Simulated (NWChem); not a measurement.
## Basis-set convergence for stibine (H3Sb)

SMILES: [SbH3]
```xyz
4

Sb     0.0006     0.0541     0.0000
H     -0.7203    -0.9130     1.2313
H     -0.7203    -0.9130    -1.2313
H      1.4123    -0.9348     0.0000
```
Charge 0, spin multiplicity 1.

Program: NWChem. The geometry was optimised at B3LYP/def2-SVP with def2 effective core potentials on Sb, a minimum by its harmonic frequencies.

Quantity: vertical ionisation energy at the level ΔMP2 (Δ: difference of total energies, the cation a doublet at the parent's geometry with its hole in an orbital of symmetry a' (Cs labels); it is the state that the SCF runs reached, from PBE0 orbitals for Hartree-Fock references, and need not be the lowest).

Effective core potentials replace the inner electrons of Sb; spin-orbit coupling is left out. The correlated methods keep 4 core orbitals frozen. No SCF solution was tested for a lower state. Open-shell Hartree-Fock references start from PBE0 orbitals; any time given for them includes that run.

Costs are rough ratios of processor time within this set of runs, SCF included, with def2-SVP as 1.

```csv
basis,functions,vertical ionisation energy (eV),relative cost
def2-SVP,41,9.62,1
def2-SVPD,56,?,under 3
def2-TZVP,68,9.92,under 3
def2-TZVPD,83,?,under 3
def2-TZVPP,92,?,3
def2-QZVP,172,10.07,30
```

### Question
Some entries are withheld; supply them.

### Answer

- def2-SVPD, vertical ionisation energy (eV): 9.67
- def2-TZVPD, vertical ionisation energy (eV): 9.94
- def2-TZVPP, vertical ionisation energy (eV): 9.96
